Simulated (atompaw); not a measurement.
## PBE PAW (atompaw) dataset for Er, scalar-relativistic all-electron reference.

Input for atompaw 4.2.0.5:

```
Er 68
GGA-PBE scalarrelativistic loggrid 2001 logderivrange -8 5 326
6 6 5 4 0 0
6 0 0
6 1 0
5 2 0
4 3 11
0 0 0
c
c
c
c
v
v
c
c
c
v
v
c
c
v
v
3
2.30 1.70 2.05 1.70
n
n
y
-1.1
n
y
-2.2
n
custom rrkj gramschmidtortho sinc
4 0 troulliermartins
1.45
2.30
2.30
2.30
2.30
2.30
0.70
0.70
PWSCFOUT
UPFDX 0.0125d0 UPFXMIN -7.d0 UPFZMESH 68.d0
END
```

Command:

```bash
atompaw < Er.input > Er.log
```

The program printed (summary file):

```
Completed calculations for Er (AE)

 Exchange-correlation type: GGA, Perdew-Burke-Ernzerhof

 Radial integration grid is logarithmic
 r0 =   9.9947729E-05 h =   6.7964456E-03   n =      2001 rmax =   8.0000000E+01

 Scalar relativistic calculation

 AEatom converged in  39 iterations
   nz     =  68.00
   delta  =       2.838093941658E-17

 All Electron Orbital energies:
  n  l      occupancy      energy
  1  0      2.0000000E+00 -4.2195519E+03
  2  0      2.0000000E+00 -7.1090020E+02
  3  0      2.0000000E+00 -1.6122424E+02
  4  0      2.0000000E+00 -3.3779379E+01
  5  0      2.0000000E+00 -6.0260973E+00
  6  0      0.0000000E+00 -1.7399897E+00
  2  1      6.0000000E+00 -6.2898190E+02
  3  1      6.0000000E+00 -1.3631063E+02
  4  1      6.0000000E+00 -2.5579226E+01
  5  1      6.0000000E+00 -4.0699510E+00
  6  1      0.0000000E+00 -1.3034669E+00
  3  2      1.0000000E+01 -1.0514732E+02
  4  2      1.0000000E+01 -1.4598293E+01
  5  2      0.0000000E+00 -1.8360328E+00
  4  3      1.1000000E+01 -2.6047883E+00

 Total energy
   Total                    :   -26169.46289180115855

 ---
 Completed calculations for Er (SC)

 Exchange-correlation type: GGA, Perdew-Burke-Ernzerhof

 Radial integration grid is logarithmic
 r0 =   9.9947729E-05 h =   6.7964456E-03   n =      2001 rmax =   8.0000000E+01

 Scalar relativistic calculation

 SCatom converged in   1 iterations
   nz     =  68.00
   delta  =       3.371231321857E-17

 Valence Electron Orbital energies:
  n  l      occupancy      energy
   5  0      2.0000000E+00 -6.0260973E+00
   6  0      0.0000000E+00 -1.7399897E+00
   5  1      6.0000000E+00 -4.0699510E+00
   6  1      0.0000000E+00 -1.3034669E+00
   5  2      0.0000000E+00 -1.8360328E+00
   4  3      1.1000000E+01 -2.6047883E+00

 Total energy
   Total                    :   -26169.46289179501036
   Valence                  :     -882.41493029020774

 PAW parameters:
       lmax =            3
         rc =    2.3030628447699391
        irc =         1479
   rc_shape =    1.7077576209163925
    rc_vloc =    2.0517539628320245
    rc_core =    1.7077576209163925
   Vloc: Norm-conserving Troullier-Martins with l= 4;e=   0.0000E+00
   Projector type: RRKJ pseudization + Gram-Schmidt ortho.
   Sinc^2 compensation charge shape zeroed at   1.7078E+00

 Number of basis functions     8
 No.   n  nodes  l      Energy         Cp coeff         Occ
  1    5    4    0   -0.6026097E+01  0.1000000E+01  0.2000000E+01
  2    6    5    0   -0.1739990E+01 -0.4969502E-01  0.0000000E+00
  3    5    3    1   -0.4069951E+01  0.1000000E+01  0.6000000E+01
  4    6    4    1   -0.1303467E+01 -0.4702501E+00  0.0000000E+00
  5    5    2    2   -0.1836033E+01  0.1000000E+01  0.0000000E+00
  6  999    3    2   -0.1100000E+01  0.1286420E-01  0.0000000E+00
  7    4    0    3   -0.2604788E+01  0.1000000E+01  0.1100000E+02
  8  999    1    3   -0.2200000E+01 -0.7996651E-06  0.0000000E+00

 Eigenvalues of overlap operator (in the basis of projectors):
    1        7.11480402E-02
    2        8.54855443E-02
    3        9.09756744E-02
    4        1.00041775E+00
    5        1.77345573E+00
    6        2.48393767E+00
    7        1.67198821E+01
    8        1.69319671E+06

 Orbital leakage outside PAW augmentation regions
   orb  is_core?  %out_of_sphere
   1 0    T           0.00
   2 0    T           0.00
   3 0    T           0.00
   4 0    T           0.00
   5 0    F           1.51
   6 0    F          78.23
   2 1    T           0.00
   3 1    T           0.00
   4 1    T           0.00
   5 1    F           5.66
   6 1    F          89.13
   3 2    T           0.00
   4 2    T           0.00
   5 2    F          33.97
   4 3    F           0.79

 Summary of PAW energies
   Total valence energy     :   -882.40742173900628
   Smooth energy            :    323.35798359053558
   One center               :  -1205.76540532954186
   Smooth kinetic           :    348.87772345537178
   Vloc energy              :    -19.78830865372455
   Smooth exch-corr         :    -31.80229820606020
   One-center xc            :   -521.39492781375498
```

The run took about 14 s on one core of a shared server CPU.
